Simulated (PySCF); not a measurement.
NICS in rings of unrelated molecules.

NICS is the negative of the GIAO shielding at a point without a nucleus: at the ring centre (0) and 1 Å above and below it (1); zz is the component along the ring normal. Level: GIAO PBE0/pcSseg-1 (PySCF, non-relativistic, gas phase) on the GFN2-xTB geometries, one conformer each. Atom numbers follow the mapped SMILES.

Question: Order these rings by mean NICS(1)zz, lowest (most negative) first (ppm).
A. ring C2–C3–P4–C8 in `[F:1][C@H:2]1[CH2:3][P@H+:4]([CH:5]2[CH2:6][CH2:7]2)[CH2:8]1` (charge +1)
B. ring C4–C5–C6–N7–C8–C9 in `[CH3:1][CH:2]([CH3:3])[c:4]1[cH:5][cH:6][n:7][cH:8][cH:9]1`
C. ring C6–C7–C8–C9–S10 in `[CH3:1][O:2][SiH:3]([O:4][CH3:5])[c:6]1[cH:7][cH:8][cH:9][s:10]1`
D. ring C4–C5–C6–Si8–C9–O10 in `[CH2:1]=[CH:2][CH2:3][C:4]1=[CH:5][C@H:6]([CH3:7])[SiH2:8][CH2:9][O:10]1`
E. ring Si3–C4–C5–P6–C8–C9 in `[CH3:1][O:2][Si@H:3]1[CH2:4][CH2:5][P@@H:6](=[S:7])[CH2:8][CH2:9]1`
F. ring C5–O6–C7–Si8–C9 in `[CH3:1][S:2]/[CH:3]=[CH:4]\[C@H:5]1[O:6][CH2:7][SiH2:8][C:9]1=[O:10]`
G. ring C4–C5–C6–C7–O8 in `[O:1]=[C:2]([Cl:3])[c:4]1[cH:5][cH:6][cH:7][o:8]1`

Answer: C (-29.0), B (-28.0), G (-25.8), F (-3.3), D (2.7), E (4.5), A (5.5).

| SMILES | ring | NICS(0) | NICS(1) | NICS(1)zz | HOMA | rms pucker (Å) | ring atoms with four or more neighbours |
| --- | --- | --- | --- | --- | --- | --- | --- |
| CO[SiH](OC)c1cccs1 | 5-membered ring with S; formal bonds all aromatic | -13.4 | -12.2 | -29.0 | 0.79 | 0.00 | 0 |
| CC(C)c1ccncc1 | 6-membered ring with N; formal bonds all aromatic | -7.5 | -11.2 | -28.0 | 0.99 | 0.00 | 0 |
| O=C(Cl)c1ccco1 | 5-membered ring with O; formal bonds all aromatic | -11.5 | -10.5 | -25.8 | 0.61 | 0.00 | 0 |
| CS/C=C\[C@H]1OC[SiH2]C1=O | 5-membered ring with O and Si; formal bonds all single | 1.0 | -1.3 | -3.3 | – | 0.15 | 3 |
| C=CCC1=C[C@H](C)[SiH2]CO1 | 6-membered ring with O and Si; formal bonds 1 double, 5 single | -0.9 | -1.5 | 2.7 | – | 0.22 | 3 |
| CO[Si@H]1CC[P@@H](=S)CC1 | 6-membered ring with P and Si; formal bonds all single | -1.9 | -2.0 | 4.5 | – | 0.27 | 6 |
| F[C@H]1C[P@H+](C2CC2)C1 | 4-membered ring with P; formal bonds all single | 0.7 | -1.0 | 5.5 | – | 0.13 | 4 |

NICS(0) gives another order. The isotropic NICS(1) gives another order. HOMA uses Krygowski's 1993 parameters; it is left out where a ring has a four-coordinate atom, a triple bond, no multiple bond or a kind of bond without parameters. NICS(1) and NICS(1)zz are means over the two faces.
